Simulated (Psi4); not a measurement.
Psi4 input (wB97X-D/6-311+G**):

```
memory 1500 MB

molecule {
-1 1
C    -1.62271300   -0.10075300    0.45076600
N    -0.36003300   -0.65295100    0.09427100
Si    0.97913200    0.23338000   -0.27041700
H    -2.37081400   -0.89236600    0.65179400
H    -1.62735400    0.53006300    1.37269500
H    -2.10001600    0.54552200   -0.32538800
H     2.14528100   -0.65719600   -0.60312300
H     1.56385900    1.18067400    0.78744600
H     0.93770300    1.20115300   -1.46207500
symmetry c1
no_reorient
no_com
}

set {
  basis 6-311+G**
  reference rks
  scf_type pk
  dft_radial_points 99
  dft_spherical_points 590
  e_convergence 1e-8
  d_convergence 1e-7
  maxiter 150
}

e = energy('wb97x-d')
print_out(f'\nFINAL {e:.10f} DIPOLE {variable("CURRENT DIPOLE")[0]:.6f} {variable("CURRENT DIPOLE")[1]:.6f} {variable("CURRENT DIPOLE")[2]:.6f}\n')
```

From the output:

```
      27A      0.332480    28A      0.342925    29A      0.369183
      30A      0.395067    31A      0.403082    32A      0.418146
      33A      0.426963    34A      0.440867    35A      0.445696
      36A      0.476081    37A      0.502925    38A      0.506207
      39A      0.537982    40A      0.597394    41A      0.635589
      42A      0.653805    43A      0.682790    44A      0.701677
      45A      0.721916    46A      0.802015    47A      0.852213
      48A      0.853722    49A      0.882086    50A      0.892859
      51A      0.923119    52A      0.956524    53A      1.083476
      54A      1.120645    55A      1.123516    56A      1.170342
      57A      1.195499    58A      1.244335    59A      1.284367
      60A      1.357171    61A      1.478467    62A      1.486219
      63A      1.493604    64A      1.537727    65A      1.570887
      66A      1.580467    67A      1.690507    68A      1.732211
      69A      1.738510    70A      1.826255    71A      1.831605
      72A      1.859843    73A      1.883422    74A      1.897181
      75A      1.941510    76A      1.953629    77A      2.006981
      78A      2.166413    79A      2.279031    80A      2.330090
      81A      2.348168    82A      2.380656    83A      2.402066
      84A      2.504710    85A      2.531883    86A      2.628137
      87A      2.659136    88A      2.794708    89A      2.822353
      90A      2.848308    91A      2.870724    92A      2.899582
      93A      2.936441    94A      3.009835    95A      3.026153
      96A      3.139311    97A      3.162636    98A      3.870276
      99A      3.997183   100A      4.025484   101A      4.265131
     102A      4.385623   103A      5.004376   104A      6.046686
     105A     11.720342   106A     11.746367   107A     11.904848
     108A     24.216333   109A     35.837897   110A    141.584918

    Final Occupation by Irrep:
              A
    DOCC [    17 ]
    NA   [    17 ]
    NB   [    17 ]

  @RKS Final Energy:  -385.94951069897093

   => Energetics <=

    Nuclear Repulsion Energy =            108.1061233683811054
    One-Electron Energy =                -752.6162368328864432
    Two-Electron Energy =                 283.7365108640670996
    DFT Exchange-Correlation Energy =     -25.1734099053438634
    Empirical Dispersion Energy =          -0.0024981931887803
    VV10 Nonlocal Energy =                  0.0000000000000000
    Total Energy =                       -385.9495106989709257

Computation Completed

Properties will be evaluated at   0.000000,   0.000000,   0.000000 [a0]

Properties computed using the SCF density matrix

 Multipole Moments:

 ------------------------------------------------------------------------------------
     Multipole            Electronic (a.u.)      Nuclear  (a.u.)        Total (a.u.)
 ------------------------------------------------------------------------------------

 L = 1.  Multiply by 2.5417464519 to convert [e a0] to [Debye]
 Dipole X            :         -0.3783466           -0.0000038           -0.3783504
 Dipole Y            :          0.5164587           -0.0000094            0.5164493
 Dipole Z            :          0.1100106            0.0000076            0.1100182
 Magnitude           :                                                    0.6495944

 ------------------------------------------------------------------------------------

FINAL -385.9495106990 DIPOLE -0.378350 0.516449 0.110018

*** Psi4 exiting successfully. Buy a developer a beer!
```

The dipole moment of an ion depends on the origin.

The geometry given is a B3LYP-D3(BJ)/def2-TZVP minimum.
